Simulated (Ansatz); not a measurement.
C4H4, SMILES `C1=CC=C1` (charge 0, multiplicity 1).

The numbers are results of HSE06/cc-pVTZ // B3LYP-D3(BJ)/def2-TZVP run with Ansatz (a program for electronic structure), not measurements.

Ansatz 0.2 input:
```yaml
crystal:
  periodic: [false, false, false]
  atoms:
    - { symbol: C, position_ang: [-0.584948, -0.849252, -0.003213] }
    - { symbol: C, position_ang: [-0.935732, 0.433365, 0.002401] }
    - { symbol: C, position_ang: [0.584948, 0.849253, 0.003215] }
    - { symbol: C, position_ang: [0.935733, -0.433365, -0.002403] }
    - { symbol: H, position_ang: [-1.118198, -1.78776, -0.006835] }
    - { symbol: H, position_ang: [-1.872386, 0.969871, 0.005237] }
    - { symbol: H, position_ang: [1.118198, 1.78776, 0.006837] }
    - { symbol: H, position_ang: [1.872387, -0.969871, -0.00524] }
basis:
  gaussian: { orbitals: cc-pVTZ }
hamiltonian:
  xc: hse06
```

Output:

```
Functional definition: HSE06
932 factors; their error is unknown
84 factors; integrals over basis functions are off by at most 3.3e-7 eV
mean field evaluation 1: about -4198.3916 eV, gradient 5.2e1 eV
mean field evaluation 2: about -4194.8191 eV, gradient 6.4e1 eV
mean field evaluation 4: about -4204.9420 eV, gradient 8.2e-1 eV
mean field evaluation 8: about -4204.9342 eV, gradient 5.5e-3 eV
mean field evaluation 16: about -4204.9342 eV, gradient 4.4e-6 eV
mean field -4204.93417775 eV, -154.5284808254 hartree, gradient 4.4e-6 eV, S^2 0.000000; 0 other end points of the search recorded, 0 dependent functions left out
reference -4204.93420925 eV, -154.5284819833 hartree; 14, 14 occupied and 162, 162 virtual orbitals, 932 factors
Total energy: -4204.93420925 eV, -154.5284819833 hartree
```
